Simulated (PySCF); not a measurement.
CH₈Si₂, SMILES [SiH3]C[SiH3] (connectivity only; charge and spin as stated), charge +1, multiplicity 2.

Coordinates come from a PBE-D3(BJ)/def2-SVP optimisation. The spin state was assumed, not searched.

These are PBE/def2-TZVPD run with PySCF values and carry that method's errors.

Isolated molecule, no solvent.

Computed frontier levels, dipole moment and polarisability:
- α spin, highest occupied and lowest empty level: -12.66 and -6.61 eV
- β spin, highest occupied and lowest empty level: -13.73 and -11.60 eV
- dipole moment about the centre of nuclear charge: 0.82 D
- mean static polarisability: 73.4 bohr³ (10.88 Å³)
- polarisability, principal values: 56.7, 61.6, 101.9 bohr³
- ⟨S²⟩: 0.754 (pure state 0.75)
